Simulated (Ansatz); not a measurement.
# Cost against result

The pair of CH3Cl (SMILES CCl, atoms 1–5) and H2Te (SMILES [TeH2], atoms 6–8), both closed shells, in one local arrangement (a lower one may exist), relaxed at PBE0-D4/def2-TZVP:

| atom | x (Å) | y (Å) | z (Å) |
| --- | --- | --- | --- |
| C1 | -0.0921 | -0.0709 | -1.4875 |
| Cl2 | 1.3890 | -0.9213 | -1.0022 |
| H3 | 0.1893 | 0.8584 | -1.9774 |
| H4 | -0.6799 | 0.1310 | -0.5937 |
| H5 | -0.6461 | -0.7083 | -2.1725 |
| Te6 | -0.6707 | -0.1528 | 2.6776 |
| H7 | 0.6444 | -0.5444 | 1.7492 |
| H8 | -0.1341 | 1.4083 | 2.8064 |

Interaction energies are counterpoise-corrected; the time is that of the whole pair.

Program: Ansatz 0.2.0. Basis: as named in each row. Cores are frozen in the correlated methods. Filled d shells of the heavier atoms are correlated. Core potentials replace the inner electrons of the atoms past krypton. The def2 sets are not built for correlating such inner shells, so the correlated values are less sure here. B3LYP uses VWN-RPA correlation. Extrapolation: Hartree–Fock as exp(−7.88 √X), correlation as X^−2.97.

Times are rough, for one single point on 4 threads of a shared host (Arm Neoverse N1).

The estimate by CCSD(T) at an estimated basis limit (MP2 extrapolated from triple and quadruple zeta, plus CCSD(T) − MP2 in triple zeta) is -1.93 kcal/mol.

| method | basis | time (s) | interaction energy (kcal/mol) | method less estimate |
| --- | --- | --- | --- | --- |
| SPW92 | def2-SVP | under 1 | -3.60 | -1.67 |
| PBE-D4 | def2-SVP | under 1 | -2.59 | -0.66 |
| PBE0-D4 | def2-SVP | 1 | -2.38 | -0.45 |
| PBE-D4 | def2-TZVPPD | 3 | -2.46 | -0.53 |
| revPBE-D4 | def2-TZVPPD | 3 | -2.13 | -0.20 |
| BLYP-D4 | def2-TZVPPD | 3 | -2.06 | -0.13 |
| CCSD(T) | def2-SVP | 4 | -0.38 | 1.55 |
| PBE0-D4 | def2-TZVPPD | 4 | -2.23 | -0.30 |
| B3LYP-D4 | def2-TZVPPD | 4 | -2.07 | -0.14 |
| HSE06-D4 | def2-TZVPPD | 4 | -2.24 | -0.31 |
| wB97M-V | def2-SVP | 6 | -1.84 | 0.09 |
| r2SCAN-D4 | def2-TZVPPD | 6 | -1.75 | 0.18 |
| B2PLYP | def2-TZVPPD | 8 | -0.82 | 1.11 |
| wB97X-V | def2-TZVPPD | 11 | -1.77 | 0.17 |
| wB97M-V | def2-TZVPPD | 13 | -1.80 | 0.13 |
| B97M-V | def2-TZVPPD | 14 | -1.79 | 0.14 |
| MP2 | def2-QZVPPD | 22 | -2.15 | -0.21 |
| CCSD(T) | def2-TZVPPD | 190 | -1.49 | 0.44 |

The T1 diagnostic stays at or below 0.011.
